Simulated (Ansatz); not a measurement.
Geometry optimisation, RKS B3LYP-D4/def2-SVP in Ansatz 0.2.0.

Input file:

```yaml
crystal:
  periodic: [false, false, false]
  atoms:
    - { symbol: Si, position_ang: [-0.168126, -0.103965, 0.332908] }
    - { symbol: F, position_ang: [1.138456, 0.085094, 1.33128] }
    - { symbol: "N", position_ang: [0.722986, 0.128207, -1.099692] }
    - { symbol: H, position_ang: [1.634404, 0.453976, -0.782474] }
    - { symbol: O, position_ang: [-1.360574, 0.947748, 0.750996] }
    - { symbol: O, position_ang: [-0.87633, -1.575077, 0.490763] }
    - { symbol: H, position_ang: [0.421224, 0.50162, -1.990692] }
    - { symbol: H, position_ang: [-1.091931, 1.855424, 0.930136] }
    - { symbol: H, position_ang: [-0.420009, -2.292927, 0.036675] }
basis:
  gaussian: { orbitals: def2-SVP }
hamiltonian:
  xc: b3lyp
  dispersion: d4
relax:
  f_tol: 0.03
  max_steps: 50
output:
  orbitals: {}
```

Run as:

```bash
$ ansatz run input.yaml --threads 2 --pin off --max-ram 3072MiB --backend cpu --events-out ev --progress --plain --runs-dir out
```

Task: Where does it end, and by what steps?

Result: It converged. After 8 steps the energy has fallen by 0.170 eV; F2 moved furthest, 0.26 Å.

```tsv
step	energy less start (eV)	largest force component (eV/Å)	accepted
0	0.0000	0.739	yes
1	-0.0882	0.579	yes
2	-0.1560	0.555	yes
3	-0.1402	0.706	no
4	-0.1685	0.242	yes
5	-0.1696	0.091	yes
6	-0.1697	0.112	yes
7	-0.1691	0.206	no
8	-0.1704	0.012	yes
```

```xyz
9
Properties=species:S:1:pos:R:3
Si -0.120 -0.090 0.399
F 1.022 0.005 1.551
N 0.755 0.186 -1.043
H 1.709 0.528 -1.020
O -1.337 0.964 0.748
O -0.873 -1.552 0.419
H 0.308 0.341 -1.940
H -1.078 1.878 0.906
H -0.385 -2.258 -0.020
```

The run took 17 s on 2 threads of Arm Neoverse V2, on a shared host, peak memory 0.18 GiB.
